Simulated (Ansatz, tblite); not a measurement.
Cost and result up the ladder for Mg5O7H4, a hydroxylated oxide cluster (16 atoms). Charge 0, multiplicity 1. Geometry: PBE-D4/def2-SVP.

```tsv
atom	x (Å)	y (Å)	z (Å)
Mg1	1.491	-0.258	-0.263
Mg2	-0.500	1.636	-0.989
Mg3	-1.239	-0.604	0.543
Mg4	1.347	2.184	1.005
Mg5	2.125	2.054	-1.508
O6	-2.180	0.519	-0.754
O7	-1.467	-2.281	1.738
O8	0.044	0.745	0.922
O9	0.746	3.152	-0.592
O10	0.317	-1.923	0.003
O11	0.908	0.603	-1.965
O12	2.810	1.195	0.146
H13	-2.807	0.293	-1.458
H14	-1.294	-2.291	2.697
H15	-0.590	-2.520	1.258
H16	0.289	-2.503	-0.781
```

Ansatz on 2 threads of AMD EPYC 7R13 on a shared host and a share (18 GiB) of an NVIDIA H100 80GB HBM3; xTB runs through tblite on one thread. Times are rough, summed over both states, and most runs start from the orbitals of an earlier one. CAM-B3LYP-D4/def2-TZVP serves as the yardstick here, not as an exact answer. The other state is a doublet.

The xTB rows come from tblite. Single mean-field runs in def2-TZVP are fitted with def2-universal-jkfit.

Run but left out: PBE-D4/def2-TZVP (charge +1 doublet: an occupied level 0.13 eV above an empty one).

Raw xTB energies of ions are shifted by several eV.

```tsv
level	functions	vertical IE (eV)	difference from CAM-B3LYP-D4/def2-TZVP (eV)
GFN1-xTB	56	13.63	6.07
CAM-B3LYP-D4/def2-TZVP	401	7.57	0.00
GFN2-xTB	77	13.56	6.00
PBE0-D4/def2-TZVP (with forces)	401	7.24	-0.33
```

(1) Estimate how long each takes.

## Answers

(1) GFN1-xTB 0.037 s; GFN2-xTB 0.1 s; CAM-B3LYP-D4/def2-TZVP 19 s; PBE0-D4/def2-TZVP (with forces) 25 s. On shared hardware such times vary by a factor of up to 3.
